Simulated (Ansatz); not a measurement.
## Which method gave which barrier?

Saddle point of Si2H6ClF, singlet (Si₂H₅Cl ([SiH3][SiH2][Cl]) + HF → Si₂H₅F ([F][SiH2][SiH3]) + HCl; bonds formed: Si1–F7, Cl2–H6; bonds broken: Si1–Cl2, H6–F7), PBE0-D4/def2-TZVP structure:

Si1  (-0.701, 0.013, -0.471)
Cl2  (0.683, 2.006, -0.423)
H3  (-1.106, -1.228, -1.195)
H4  (-1.930, 0.795, -0.232)
Si5  (0.528, -0.729, 1.371)
H6  (0.319, 1.324, -1.961)
F7  (-0.184, 0.517, -2.327)
H8  (0.592, 0.323, 2.415)
H9  (-0.098, -1.963, 1.924)
H10  (1.899, -1.058, 0.900)
(Å)

Program: Ansatz 0.2.0. Basis: def2-TZVPP, with def2-QZVPP for the basis limit. Cores are frozen in the correlated methods. Extrapolation: Hartree–Fock as exp(−7.88 √X), correlation as X^−2.97. Four methods, as single points on the PBE0-D4 structures, gave these electronic barriers from the start structure: 1.015, 1.176, 1.377, 1.799 eV.

The methods were, in alphabetical order, BHLYP-D4, HF, PBE-D4, PBE0-D4. Which gave which? (A judgement: the text doesn't fix the answer.)

The calculation gives: PBE-D4 1.015; PBE0-D4 1.176; BHLYP-D4 1.377; HF 1.799 eV. For comparison, CCSD(T) at an estimated basis limit (MP2 extrapolated from triple and quadruple zeta, plus CCSD(T) − MP2 in triple zeta) gives 1.308 eV.

No T1 diagnostic of these runs exceeds 0.013.

Labels in which every atom is bracketed show which atoms are joined, not bond orders.

For scale, one of the runs: CCSD(T)/def2-TZVPP, 241 basis functions (an equivalent command: `ansatz run in.yaml --threads 4`). The run took 110 s on 4 CPU threads (shared host), with 4.3 GiB of host memory at its peak.
